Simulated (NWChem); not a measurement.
System: H3O2 cation; SMILES O[OH2+]

Excerpt of the output:

```
             Northwest Computational Chemistry Package (NWChem) 7.3.0
             --------------------------------------------------------

 C1  symmetry detected

                             Geometry "geometry" -> ""
                             -------------------------

 Output coordinates in angstroms (scale by  1.889725989 to convert to a.u.)

  No.       Tag          Charge          X              Y              Z
 ---- ---------------- ---------- -------------- -------------- --------------
    1 O                    8.0000    -0.00505133     0.78311460    -0.07854480
    2 O                    8.0000     0.00448360    -0.66828786     0.07236475
    3 H                    1.0000     0.05628261     1.05321448     0.87841021
    4 H                    1.0000     0.78682635    -0.98595784    -0.46513409
    5 H                    1.0000    -0.83856713    -0.98587057    -0.36383571

 Effective nuclear repulsion energy (a.u.)      43.1674818268

                                 NWChem DFT Module
                                 -----------------

 Summary of "ao basis" -> "ao basis" (spherical)
 ------------------------------------------------------------------------------
       Tag                 Description            Shells   Functions and Types
 ---------------- ------------------------------  ------  ---------------------
 O                          def2-svp                 6       14   3s2p1d
 H                          def2-svp                 3        5   2s1p

            General Information
            -------------------
          SCF calculation type: DFT
          Wavefunction type:  closed shell.
          No. of atoms     :     5
          No. of electrons :    18
           Alpha electrons :     9
            Beta electrons :     9
          Charge           :     1
          Spin multiplicity:     1
          Use of symmetry is: off; symmetry adaption is: off
          Maximum number of iterations: 150
          AO basis - number of functions:    43
                     number of shells:    21
          Convergence on energy requested:  1.00D-06
          Convergence on density requested:  1.00D-05
          Convergence on gradient requested:  5.00D-04

              XC Information
              --------------
                        M06-L Method XC Functional
                         M06-L Exchange Functional  1.000
                       M06-L Correlation Potential  1.000

             Grid Information
             ----------------
          Grid used for XC integration:  medium
          Radial quadrature: Mura-Knowles
          Angular quadrature: Lebedev.
          Tag              B.-S. Rad. Rad. Pts. Rad. Cut. Ang. Pts.
          ---              ---------- --------- --------- ---------
          O                   0.60       49           7.0       434
          H                   0.35       45           8.0       434
          Grid pruning is: on
          Number of quadrature shells:   233
          Spatial weights used:  Erf1

      Superposition of Atomic Density Guess
      -------------------------------------

 Sum of atomic energies:        -150.88014476

 Renormalizing density from      19.00 to     18

      Non-variational initial energy
      ------------------------------

 Total energy =    -145.994638
 1-e energy   =    -277.515062
 2-e energy   =      88.352942
 HOMO         =      -0.909944
 LUMO         =      -0.576317

     ---------------------------------------------
      Total Density - Mulliken Population Analysis
     ---------------------------------------------

    Atom       Charge   Shell Charges
 -----------   ------   -------------------------------------------------------
    1 O    8     8.38   1.99  1.24  0.58  3.11  1.44  0.01
    2 O    8     8.10   1.99  1.19  0.48  3.07  1.36  0.01
    3 H    1     0.52   0.44  0.03  0.05
    4 H    1     0.50   0.42  0.03  0.05
    5 H    1     0.50   0.42  0.03  0.05

   convergence    iter        energy       DeltaE   RMS-Dens  Diis-err
 ---------------- ----- ----------------- --------- --------- ---------
 d= 0,ls=0.0,diis     1   -151.5409527151 -1.95D+02  3.12D-02  1.32D+00
 d= 0,ls=0.0,diis     2   -151.4725823217  6.84D-02  1.88D-02  1.99D+00
 d= 0,ls=0.0,diis     3   -151.6669864684 -1.94D-01  3.90D-03  7.25D-02
 d= 0,ls=0.0,diis     4   -151.6711861957 -4.20D-03  1.81D-03  2.64D-02
 d= 0,ls=0.0,diis     5   -151.6735191095 -2.33D-03  2.65D-04  3.22D-04
  Resetting Diis
 d= 0,ls=0.0,diis     6   -151.6735525739 -3.35D-05  3.37D-05  2.89D-06
 d= 0,ls=0.0,diis     7   -151.6735529175 -3.44D-07  7.16D-06  6.30D-08

         Total DFT energy =     -151.673552917507
      One electron energy =     -287.726320355424
           Coulomb energy =      110.746240755572
    Exchange-Corr. energy =      -17.860955144461
 Nuclear repulsion energy =       43.167481826806

 Numeric. integr. density =       18.000002153015

                       DFT Final Molecular Orbital Analysis
                       ------------------------------------

 Vector    7  Occ=2.000000D+00  E=-7.771991D-01
              MO Center=  3.8D-03, -1.2D-01,  6.2D-02, r^2= 1.1D+00
   Bfn.  Coefficient  Atom+Function         Bfn.  Coefficient  Atom+Function
  ----- ------------  ---------------      ----- ------------  ---------------
    20      0.469861  2 O  pz                 6      0.318889  1 O  pz
    23      0.292168  2 O  pz                17      0.178888  2 O  s
     3     -0.176666  1 O  s                 16      0.173914  2 O  s
     2     -0.170322  1 O  s                  9      0.170583  1 O  pz
    29      0.161481  3 H  s                 34     -0.099330  4 H  s

 Vector    8  Occ=2.000000D+00  E=-6.405246D-01
              MO Center= -5.9D-04,  2.1D-01, -4.7D-03, r^2= 1.3D+00
   Bfn.  Coefficient  Atom+Function         Bfn.  Coefficient  Atom+Function
  ----- ------------  ---------------      ----- ------------  ---------------
     6      0.436123  1 O  pz                20     -0.406341  2 O  pz
     3     -0.261357  1 O  s                 23     -0.255136  2 O  pz
    29      0.247973  3 H  s                  9      0.244782  1 O  pz
     2     -0.182062  1 O  s                 19      0.182803  2 O  py
    22      0.137928  2 O  py                 5     -0.127399  1 O  py

 Vector    9  Occ=2.000000D+00  E=-5.802604D-01
              MO Center= -4.0D-03,  7.1D-01, -6.4D-02, r^2= 6.9D-01
   Bfn.  Coefficient  Atom+Function         Bfn.  Coefficient  Atom+Function
  ----- ------------  ---------------      ----- ------------  ---------------
     4      0.661680  1 O  px                 7      0.462260  1 O  px
    18     -0.116258  2 O  px                34     -0.113915  4 H  s
    39      0.113519  5 H  s                  6     -0.042679  1 O  pz
    21     -0.032352  2 O  px                 9     -0.029774  1 O  pz
    31      0.028617  3 H  px

 Vector   10  Occ=0.000000D+00  E=-3.624578D-01
              MO Center= -1.8D-03,  1.8D-01, -2.9D-02, r^2= 1.2D+00
   Bfn.  Coefficient  Atom+Function         Bfn.  Coefficient  Atom+Function
  ----- ------------  ---------------      ----- ------------  ---------------
     5      0.578265  1 O  py                 8      0.521917  1 O  py
    17      0.445799  2 O  s                 19      0.442609  2 O  py
    22      0.438455  2 O  py                 3     -0.335378  1 O  s
    16      0.260116  2 O  s                  2     -0.183084  1 O  s
    35     -0.120240  4 H  s                 40     -0.120120  5 H  s

 Vector   11  Occ=0.000000D+00  E=-2.511124D-01
              MO Center= -2.5D-02, -9.2D-01, -4.1D-01, r^2= 2.6D+00
   Bfn.  Coefficient  Atom+Function         Bfn.  Coefficient  Atom+Function
  ----- ------------  ---------------      ----- ------------  ---------------
    35     -0.643052  4 H  s                 40     -0.642844  5 H  s
    17      0.635685  2 O  s                 22     -0.300093  2 O  py
     3      0.287720  1 O  s                 34     -0.270353  4 H  s
    39     -0.270355  5 H  s                 16      0.241645  2 O  s
    19     -0.239034  2 O  py                23     -0.211732  2 O  pz

 Vector   12  Occ=0.000000D+00  E=-1.902223D-01
              MO Center= -2.9D-02, -1.0D+00, -4.6D-01, r^2= 2.6D+00
   Bfn.  Coefficient  Atom+Function         Bfn.  Coefficient  Atom+Function
  ----- ------------  ---------------      ----- ------------  ---------------
    35      0.971325  4 H  s                 40     -0.971451  5 H  s
    21     -0.543160  2 O  px                18     -0.430934  2 O  px
    34      0.320309  4 H  s                 39     -0.320360  5 H  s
    23      0.033832  2 O  pz                20      0.026840  2 O  pz

     ---------------------------------------------
      Total Density - Mulliken Population Analysis
     ---------------------------------------------

    Atom       Charge   Shell Charges
 -----------   ------   -------------------------------------------------------
    1 O    8     8.05   1.99  1.17  0.69  2.69  1.49  0.02
    2 O    8     7.93   1.99  1.15  0.53  2.82  1.43  0.02
    3 H    1     0.69   0.63  0.01  0.06
    4 H    1     0.66   0.60  0.00  0.06
    5 H    1     0.66   0.60  0.00  0.06

     -------------------------------------------
      Total Density - Lowdin Population Analysis
     -------------------------------------------

    Atom       Charge   Shell Charges
 -----------   ------   -------------------------------------------------------
    1 O    8     7.93   1.98  0.99  0.64  2.54  1.75  0.03
    2 O    8     7.66   1.97  0.89  0.52  2.60  1.64  0.03
    3 H    1     0.84   0.53  0.14  0.16
    4 H    1     0.79   0.51  0.13  0.16
    5 H    1     0.79   0.51  0.13  0.16

     Multipole analysis of the density
     ---------------------------------

     L   x y z        total         alpha         beta         nuclear
     -   - - -        -----         -----         ----         -------
     0   0 0 0      1.000000     -9.000000     -9.000000     19.000000

[...]
```

Level: M06-L/def2-SVP. Structure relaxed at the PBE-D3(BJ)/def2-SVP level.

### Question
Reconstruct the input file.

### Answer
Several could match; the one computed here: the input that was run:
```
start job
memory heap 200 mb stack 900 mb global 1100 mb
charge 1
geometry units angstroms noautoz
  O     -0.001549     0.804195    -0.118734
  O      0.001097    -0.640962     0.083622
  H      0.012612     1.107991     0.829942
  H      0.809011    -0.975738    -0.403286
  H     -0.819396    -0.975496    -0.381934
end
basis spherical
  O library def2-svp
  H library def2-svp
end
dft
  xc m06-l
  iterations 150
  mulliken
end
task dft energy
```
